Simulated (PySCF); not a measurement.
# One molecule, several mistakes: Ge3H10Si

All numbers below are calculated, not measured. The program is PySCF 2.14.0, an open-source quantum chemistry code, run on an isolated molecule that a program drew, which may never have been made. The molecule is Ge3H10Si (charge 0, singlet), drawn as the SMILES string `[GeH3][SiH]([GeH3])[GeH3]`.

Each row is a Hartree-Fock (HF) and frozen-core CCSD(T) single point in the cc-pV(D+d)Z basis, meant for a local HF minimum. Run 1 is clean. Each other run has one planted mistake out of seven kinds, and not every kind appears here: one electron removed, one electron added, multiplicity raised by two, geometry at a saddle point, minimal basis STO-3G, one bond length entered in bohr, all coordinates scaled. The reference is restricted for singlets and unrestricted otherwise, and also for a bond in bohr. Adding or removing an electron swaps singlet and doublet. Electrons count all cores. HOMO and LUMO are orbital energies over both spins, the gradient is its largest component, and the lowest frequency (negative if imaginary) is given only where the gradient is small. Bond lengths are over the 13 bonds as drawn. T1 is the CCSD diagnostic: over 0.02 (restricted) or 0.045 (unrestricted) a single reference is doubtful. Germanium has the cc-pVDZ-PP basis, with a core potential (ECP10MDF) in place of its 10 inner electrons, and its 3s, 3p and 3d shells are frozen in CCSD(T).

Geometry of the clean run:
```xyz
14
Ge3H10Si, angstrom
Ge   -0.0742   -0.9917   -0.1237
Si    2.0967   -0.4293    0.7640
Ge    2.7011    1.8309    0.1783
Ge    2.1481   -0.7362    3.1557
H    -0.4363   -2.4420    0.2185
H    -0.0908   -0.8305   -1.6485
H    -1.1456   -0.0707    0.4730
H     3.0964   -1.3475    0.1581
H     4.0977    2.1705    0.7127
H     1.6972    2.8213    0.7812
H     2.7037    2.0098   -1.3446
H     3.5402   -0.4108    3.7104
H     1.1286    0.1895    3.8309
H     1.8032   -2.1851    3.5203
```

| run | electrons | basis functions | <S^2> | HOMO (eV) | LUMO (eV) | gradient (hartree/bohr) | lowest frequency (cm^-1) | mean bond (Å) | longest bond (Å) | T1 | HF (hartree) | CCSD(T) (hartree) | mistake |
|---|---|---|---|---|---|---|---|---|---|---|---|---|---|
| 1 | 120 | 142 | 0.000 | -10.19 | 3.02 | 1.4e-05 | 68 | 1.7326 | 2.412 | 0.0124 | -1174.88350 | -1175.38660 | no fault |
| 2 | 119 | 142 | 0.770 | -14.71 | -7.91 | 7.2e-02 | - | 1.7326 | 2.412 | 0.0202 | -1174.55087 | -1175.03692 | one electron removed |
| 3 | 120 | 142 | 0.000 | -10.30 | 3.31 | 1.9e-02 | - | 1.6771 | 2.335 | 0.0122 | -1174.87082 | -1175.37171 | all coordinates scaled |
| 4 | 120 | 142 | 2.020 | -3.69 | -2.47 | 6.7e-02 | - | 1.7326 | 2.412 | 0.0381 | -1174.65451 | -1175.16028 | multiplicity raised by two |
| 5 | 121 | 142 | 0.768 | 1.66 | 7.16 | 2.1e-02 | - | 1.7326 | 2.412 | 0.0234 | -1174.79543 | -1175.32300 | ? |
| 6 | 120 | 142 | 0.863 | -8.65 | 0.72 | 7.7e-03 | - | 1.8375 | 2.898 | 0.0347 | -1174.78458 | -1175.27401 | ? |

**Which mistake was planted in run 5, and what did it cost?**

It counts 121 electrons, one more than the clean run, at the same geometry and basis. So the mistake is: one electron added. Subtracting run 1 and multiplying by 627.51 kcal/mol a hartree, the energy moved by 55.3 kcal/mol in HF and 39.9 kcal/mol in CCSD(T).

**Which mistake was planted in run 6, and what did it cost?**

The mean bond changes by a factor of 1.061 and the longest by 1.201, so the molecule wasn't scaled as a whole. A length L in bohr read as angstrom grows by (1/0.5292 - 1) L = 0.890 L. The 13 bonds together grew by 13 x 0.1049 = 1.364 Å, which gives L = 1.533 Å. That is the length of one of the Ge-H bonds, 1.533 Å in the clean geometry. So the mistake is: one bond length entered in bohr. Subtracting run 1 and multiplying by 627.51 kcal/mol a hartree, the energy moved by 62.1 kcal/mol in HF and 70.7 kcal/mol in CCSD(T).

Cautions from the logs. Run 5: the HOMO is above zero, so the electron isn't bound and the energy depends on the basis.
